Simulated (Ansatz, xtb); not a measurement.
**Two isomers of C5H4F3P**

We compare I, `C=CP1C=C1C(F)(F)F`, a singlet, with II, `FC(F)(F)P1C=CC=C1`, a singlet. Both are isolated molecules in the gas phase, relaxed with B3LYP/def2-SVP; the shapes shown needn't be the lowest conformers.

I (Å):

```xyz
13

C    -0.1636    1.7978   -2.3342
C    -0.0037    0.7403   -1.5283
C    -0.2311   -2.0716   -0.8869
C     1.0485   -1.8389   -0.7882
C     2.2494   -2.1449    0.0347
F     1.9738   -3.0422    0.9946
F     2.7093   -1.0333    0.6333
F     3.2420   -2.6424   -0.7169
P     0.3456   -0.9263   -2.2286
H    -0.3694    2.7995   -1.9432
H    -0.0928    1.7038   -3.4244
H    -0.0720    0.8544   -0.4381
H    -1.0661   -2.6104   -0.4392
```

II (Å):

| atom | x (Å) | y (Å) | z (Å) |
| --- | --- | --- | --- |
| C | 1.2071 | -0.7708 | 2.5867 |
| C | -1.5616 | -0.2927 | 1.9801 |
| C | -1.8908 | 0.0646 | 0.7132 |
| C | -0.9134 | 0.9338 | 0.0562 |
| C | 0.1651 | 1.2427 | 0.8195 |
| F | 2.4356 | -0.2368 | 2.6993 |
| F | 0.9835 | -1.5278 | 3.6748 |
| F | 1.2199 | -1.5864 | 1.5263 |
| P | -0.0849 | 0.6231 | 2.5084 |
| H | -2.1620 | -0.9244 | 2.6363 |
| H | -2.8062 | -0.2587 | 0.2094 |
| H | -1.0580 | 1.2959 | -0.9657 |
| H | 0.9945 | 1.8825 | 0.5146 |

Which of the two would you expect CCSD(T)/def2-SVP + ΔMP2/def2-TZVPP electronic energies to favour?

Structure II; the calculation gives E(II) − E(I) = −35.9 kcal/mol.

How the difference moves with the method:

```json
{"level": "GFN2-xTB", "geometry": "GFN2-xTB", "E(II) − E(I) (kcal/mol)": "−45.0", "departure from the last row (kcal/mol)": "−9.1", "job, with rough time for the two": "optimisation, 0.24 s"}
{"level": "HF/STO-3G", "geometry": "GFN2-xTB", "E(II) − E(I) (kcal/mol)": "−63.7", "departure from the last row (kcal/mol)": "−27.8", "job, with rough time for the two": "single point, 1.3 s"}
{"level": "r2SCAN-D4/def2-SVP", "geometry": "GFN2-xTB", "E(II) − E(I) (kcal/mol)": "−37.9", "departure from the last row (kcal/mol)": "−2.0", "job, with rough time for the two": "single point, 5.6 s"}
{"level": "B3LYP/def2-SVP", "geometry": "B3LYP/def2-SVP", "E(II) − E(I) (kcal/mol)": "−34.5", "departure from the last row (kcal/mol)": "+1.4", "job, with rough time for the two": "optimisation, 1.9 min"}
{"level": "HF/def2-SVP", "geometry": "B3LYP/def2-SVP", "E(II) − E(I) (kcal/mol)": "−33.1", "departure from the last row (kcal/mol)": "+2.8", "job, with rough time for the two": "part of the CCSD(T) run"}
{"level": "MP2/def2-SVP", "geometry": "B3LYP/def2-SVP", "E(II) − E(I) (kcal/mol)": "−35.2", "departure from the last row (kcal/mol)": "+0.7", "job, with rough time for the two": "part of the CCSD(T) run"}
{"level": "CCSD(T)/def2-SVP", "geometry": "B3LYP/def2-SVP", "E(II) − E(I) (kcal/mol)": "−34.3", "departure from the last row (kcal/mol)": "+1.6", "job, with rough time for the two": "single point"}
{"level": "CCSD(T)/def2-SVP + ΔMP2/def2-TZVPP", "geometry": "B3LYP/def2-SVP", "E(II) − E(I) (kcal/mol)": "−35.9", "departure from the last row (kcal/mol)": "", "job, with rough time for the two": "single point, 4.2 min"}
```

As drawn, both hold the same kinds of bond in the same numbers. Structure I has a 3-membered ring, II a 5-membered ring.

The levels shown agree on the order. The largest departure from CCSD(T)/def2-SVP + ΔMP2/def2-TZVPP is that of HF/STO-3G, 27.8 kcal/mol. The last row adds to CCSD(T) the change of the MP2 difference between the two basis sets, here −1.6 kcal/mol.

With thermal terms from frequencies at re-optimised GFN2-xTB minima (ideal gas, soft modes damped towards free rotors, one conformer each, 298.15 K, 1 atm): the zero-point term adds +1.8 kcal/mol; ΔH is −34.9 and ΔG −32.9 kcal/mol.

The correlated steps freeze 13 core orbitals. Programs: Ansatz 0.2.0, xtb 6.7.1; the last row on 2 threads of Intel(R) Xeon(R) Processor @ 2.70GHz on a shared host.
